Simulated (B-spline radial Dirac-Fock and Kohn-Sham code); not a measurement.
# Tc: scattering cross sections and density moments

System: neutral technetium in the configuration [Kr] 4d4 5s2 5p1 (an excited configuration).

Input of the calculation (task.json; shells as n, l, electrons):

```json
{"items": [{
  "Z": 43,
  "q": 0,
  "cfg": [[1, 0, 2], [2, 0, 2], [2, 1, 6], [3, 0, 2], [3, 1, 6], [3, 2, 10], [4, 0, 2], [4, 1, 6], [4, 2, 4], [5, 0, 2], [5, 1, 1]],
  "A": 97,
  "rrms": 4.4112,
  "do": ["scatter"],
  "s": [0.0, 0.05, 0.1, 0.15, 0.2, 0.25, 0.3, 0.35, 0.4, 0.45, 0.5, 0.6, 0.7, 0.8, 0.9, 1.0, 1.1, 1.2, 1.4, 1.6, 1.8, 2.0, 2.5, 3.0, 3.5, 4.0, 5.0, 6.0],
  "pz": [0, 0.1, 0.14, 0.21, 0.3, 0.44, 0.64, 0.92, 1.3, 1.9, 2.8, 4.1, 5.9, 8.5, 12.0, 18.0, 26.0, 38.0, 54.0, 79.0, 110.0],
  "hv_scatter": [1000, 5000, 8047.8, 10000, 17479.3, 20000, 30000, 50000]
}]}
```

Command: `python xray_run.py task.json out`

Calculated with an atomic code on a B-spline grid, using Dirac-Fock densities.

- Sum of ⟨r⟩: 34.58 bohr
- Sum of ⟨r²⟩: 72.06 bohr²
- Sum of ⟨1/r⟩: 240.64 per bohr
- Langevin diamagnetic susceptibility: -57.1 × 10⁻⁶ cm³/mol
- Lamb shielding (α²/3)Σ⟨1/r⟩: 4271 ppm

Coherent scattering is the Thomson cross section weighted by f₀², without anomalous dispersion; incoherent scattering is Klein-Nishina weighted by S. The Lamb formula is the non-relativistic shielding expression. Electron correlation is left out.

| hν (keV) | coherent (b) | incoherent (b) | incoherent per electron (b) |
| --- | --- | --- | --- |
| 1 | 1148 | 1.206 | 0.0281 |
| 5 | 657.1 | 6.772 | 0.157 |
| 8.0478 | 458.4 | 9.663 | 0.225 |
| 10 | 377.2 | 11.08 | 0.258 |
| 17.4793 | 199.7 | 14.71 | 0.342 |
| 20 | 166.5 | 15.55 | 0.362 |
| 30 | 93.91 | 17.77 | 0.413 |
| 50 | 42.96 | 19.45 | 0.452 |
